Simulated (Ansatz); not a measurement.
Consider the isomerisation: `BC(=O)OC` → `COBC=O`.

Isolated molecules relaxed with PBE0-D4/def2-TZVP in Ansatz; ΔE leaves out vibrations. CCSD(T)/CBS adds triple-zeta CCSD(T) − MP2 to the extrapolated MP2 energy (def2 sets, frozen cores). DFT in def2-TZVPP. B3LYP here is the variant with VWN-RPA as its local correlation; programs differ in this. Each species was taken in one conformer, which may not be the lowest.

```json
{"level": "LDA (SPW92)", "ΔE (kJ/mol)": "-73.7", "difference from CCSD(T)/CBS": "22.9"}
{"level": "revPBE-D4", "ΔE (kJ/mol)": "-76.9", "difference from CCSD(T)/CBS": "19.7"}
{"level": "r2SCAN-D4", "ΔE (kJ/mol)": "-77.4", "difference from CCSD(T)/CBS": "19.2"}
{"level": "B97M-V", "ΔE (kJ/mol)": "-84.7", "difference from CCSD(T)/CBS": "11.9"}
{"level": "CAM-B3LYP-D4", "ΔE (kJ/mol)": "-92.0", "difference from CCSD(T)/CBS": "4.6"}
{"level": "PBE", "ΔE (kJ/mol)": "-80.2", "difference from CCSD(T)/CBS": "16.4"}
{"level": "BLYP", "ΔE (kJ/mol)": "-88.3", "difference from CCSD(T)/CBS": "8.3"}
{"level": "r2SCAN", "ΔE (kJ/mol)": "-77.6", "difference from CCSD(T)/CBS": "19.0"}
{"level": "PBE0", "ΔE (kJ/mol)": "-85.6", "difference from CCSD(T)/CBS": "11.0"}
{"level": "B3LYP", "ΔE (kJ/mol)": "-91.8", "difference from CCSD(T)/CBS": "4.8"}
{"level": "r2SCANh", "ΔE (kJ/mol)": "-80.3", "difference from CCSD(T)/CBS": "16.3"}
{"level": "r2SCAN0", "ΔE (kJ/mol)": "-83.6", "difference from CCSD(T)/CBS": "13.0"}
{"level": "MP2/def2-SVP", "ΔE (kJ/mol)": "-102.0", "difference from CCSD(T)/CBS": "-5.4"}
{"level": "HF/def2-TZVPP", "ΔE (kJ/mol)": "-94.7", "difference from CCSD(T)/CBS": "1.9"}
{"level": "CCSD/def2-TZVPP", "ΔE (kJ/mol)": "-99.0", "difference from CCSD(T)/CBS": "-2.4"}
{"level": "HF/def2-QZVPP", "ΔE (kJ/mol)": "-95.6", "difference from CCSD(T)/CBS": "1.0"}
{"level": "CCSD(T)/CBS", "ΔE (kJ/mol)": "-96.6", "difference from CCSD(T)/CBS": "0"}
```

Largest T1 diagnostic among the species: 0.018.

From PBE to PBE0 (25 % exact exchange), in def2-TZVPP and without D4, ΔE moves by −5.5 kJ/mol. Leaving LDA and LC-ωPBE aside and taking each functional with its dispersion term where it has one, the values, not all of them listed here, spread over 17.0 kJ/mol, from BHLYP-D4 to revPBE-D4. LDA lies +6.5 kJ/mol from PBE without D4. At CCSD(T), def2-SVP lies −7.4 kJ/mol from the extrapolated value and def2-TZVPP +0.4 kJ/mol.
